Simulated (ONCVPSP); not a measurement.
# oxygen: from the effect back to the setting (ONCV)

Base potential:

```json
{
 "Element": "O (Z = 8)",
 "Generator": "ONCVPSP 4.0.1",
 "Type": "optimised norm-conserving Vanderbilt (ONCV)",
 "Functional": "PBE",
 "Relativity": "scalar-relativistic",
 "Frozen core": "[He]",
 "Valence charge": "6",
 "Reference configuration": "2s2 2p4",
 "Partial waves": "2s: rc 0.85 bohr, ncon 4, nbas 8, qcut 7.9 1/bohr, 1 projector; 2p: rc 1.00 bohr, ncon 4, nbas 7, qcut 9.1 1/bohr, 1 projector; d scattering state at 0.07 Ha: rc 0.95 bohr, ncon 4, nbas 8, qcut 10.5 1/bohr, 2 projectors, debl 2.3 Ha",
 "Local potential": "polynomial inside 0.60 bohr (lpopt 5, dvloc0 4 Ha)",
 "Core correction": "Teter function, fcfact 5.75, rcfact 1.35"
}
```

Cutoffs, loose and tight: the cutoffs (Ha) at which the residual kinetic energy of the hardest occupied pseudo-wave falls to 1 and 0.1 mHa per electron. They do not see the model core or the augmentation charge, which bear on the density cutoff. Test errors are all-electron minus pseudo excitation energies from the reference, over the configurations 2s2 2p3; 2s2 2p2; 2s2 2p1; 2s1 2p4; variants that change the core or the reference have their own tests.

Only the s radius is moved:

| s radius (bohr) | cutoff, loose | cutoff, tight | bound ghosts | largest test error (meV) | median size of the test errors |
| --- | --- | --- | --- | --- | --- |
| 0.64 | 65 Ha | 175 Ha | none | +270 | 28.5 meV |
| 0.72 | 73 Ha | 277 Ha | none | +271 | 28.8 meV |
| 0.94 | 48 Ha | 168 Ha | none | +327 | 36.8 meV |
| 1.06 | 48 Ha | 135 Ha | none | +367 | 43.3 meV |
| 1.24 | 48 Ha | 135 Ha | none | +444 | 57.3 meV |

Task: One more run gave cutoff, loose: 61 Ha; cutoff, tight: 221 Ha; bound ghosts: none; largest test error (meV): +294; median size of the test errors: 32.2 meV. Which value of the s radius was used?

Result: 0.84 bohr. The median size of the test errors moves one way along this sweep, from 28.5 meV at 0.64 to 57.3 meV at 1.24 bohr, which places the run between 0.72 and 0.94 bohr.
